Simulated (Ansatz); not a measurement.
Species: sum formula H3SiO4, charge 0, multiplicity 2. It need not be the lowest isomer of its formula. 
Structure (B3LYP-D3(BJ)/def2-TZVP (Ansatz, an electronic-structure program) minimum search):
```xyz
8

Si    -0.0018     0.0143    -0.0279
O      0.9145    -0.1529    -1.3971
O     -1.5663    -0.1017    -0.4568
O      0.5755    -1.1955     0.9111
O      0.1575     1.4180     0.7826
H     -2.1885     0.5029    -0.0436
H      0.5494    -2.0921     0.5645
H      1.0146     1.6462     1.1508
```
Charge 0, spin multiplicity 2.

Total electronic energies in hartree. Cores are frozen in the correlated levels unless marked. UHF or UKS for open shells. Spin-orbit coupling is left out. Non-relativistic. CBS(X,Y): correlation extrapolated as X^-3; Hartree-Fock from the larger set. [CCSD(T)-MP2]/basis is that difference in the basis named.

```
level                                                                 program  energy (Eh)
-------------------------------------------------------------  --------------  -----------
HF/STO-3G                                                              Ansatz   -582.75774
PBE-D3(BJ)/def2-TZVPD                                          Ansatz + dftd3   -592.01121
PBE0/6-31G*                                                            Ansatz   -591.82465
PBE0-D4/def2-TZVP                                              Ansatz + dftd4   -592.03201
PBE0/def2-TZVPD                                                        Ansatz   -592.03088
r2SCAN0/def2-TZVPD                                                     Ansatz   -592.25982
HSE06-D4/def2-TZVPD                                            Ansatz + dftd4   -592.01598
CAM-B3LYP-D3(BJ)/def2-TZVPD                                    Ansatz + dftd3   -592.39785
CAM-B3LYP-D4/def2-TZVPD                                        Ansatz + dftd4   -592.39876
LC-wPBE-D4/def2-TZVPD                                          Ansatz + dftd4   -592.21139
LC-wPBE/def2-TZVPD                                                     Ansatz   -592.20486
B2GP-PLYP-D3(BJ)/def2-TZVPD                                    Ansatz + dftd3   -592.07841
B2GP-PLYP-D4/def2-TZVPD                                        Ansatz + dftd4   -592.07723
B2PLYP-D4/def2-TZVPD                                           Ansatz + dftd4   -592.17138
RPA@PBE/cc-pV(T+d)Z                                                    Ansatz   -591.95898
RPA@PBE/cc-pV(Q+d)Z                                                    Ansatz   -592.14080
MP2/cc-pV(D+d)Z                                                        Ansatz   -591.08934
MP2/cc-pVTZ                                                            Ansatz   -591.45290
MP2/CBS(cc-pV(T+d)Z,cc-pV(Q+d)Z)                                       Ansatz    -591.6409
CCSD/cc-pV(T+d)Z                                                       Ansatz   -591.48271
CCSD(T)/6-31G*                                                         Ansatz   -591.04421
RI-MP2/CBS(cc-pV(T+d)Z,cc-pV(Q+d)Z)+[CCSD(T)-MP2]/cc-pV(T+d)Z          Ansatz    -591.6956
CCSD(T)/CBS(cc-pV(T+d)Z,cc-pV(Q+d)Z)                                   Ansatz    -591.6909
```

Totals of different functionals don't rank their quality; only differences between species are comparable.
